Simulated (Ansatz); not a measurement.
Basis sets compared for Zn3H12S3, a cluster cut from zinc blende ZnS (hydrogen-capped). Total charge 0; singlet. Geometry PBE0-D4/def2-SVP. Ansatz on 4 threads of Arm Neoverse V2 on a shared host; times are rough, and most runs start from earlier orbitals.

```xyz
18

S     0.4160    1.5699    1.4722
S     1.6240   -0.8026   -1.2355
S    -2.0370   -0.7730   -0.2310
Zn   -2.4005    1.1822    1.8319
Zn   -0.6153   -2.3268   -2.1727
Zn    3.0146    1.1416    0.3429
H    -2.8414    2.3393    0.8725
H    -2.2672    0.1770    3.0258
H    -0.9430   -1.3930   -3.3869
H    -0.3677   -3.5583   -1.2370
H     2.9179    2.2946   -0.7131
H     3.4977    0.1360    1.4425
H     0.4138    2.9177    1.3994
H     0.7682    1.5479    2.7750
H     2.1177   -0.4481   -2.4407
H     2.4931   -1.8230   -1.0758
H    -3.0702   -0.3963   -1.0136
H    -2.7205   -1.7849    0.3442
```

Binding counts from free atoms (S triplet, Zn singlet, H doublet) in the same basis, without a counterpoise term.

```csv
level,functions,energy (Eh),HOMO (eV),LUMO (eV),binding per atom (eV),wall time
PBE-D4/def2-SVP,207,-6537.3599,-5.93,-1.03,2.14,2.6 s
PBE0-D4/def2-SVP,207,-6537.5606,-7.15,-0.07,2.12,5 s
```

Question: Estimate the rows for PBE-D4/def2-TZVP (with forces), PBE0-D4/def2-TZVP.

Answer: 
```tsv
level	functions	energy (Eh)	HOMO (eV)	LUMO (eV)	binding per atom (eV)	wall time
PBE-D4/def2-TZVP (with forces)	327	-6538.6000	-6.33	-1.84	2.12	6.5 s
PBE0-D4/def2-TZVP	327	-6538.7596	-7.49	-0.89	2.11	17 s
```
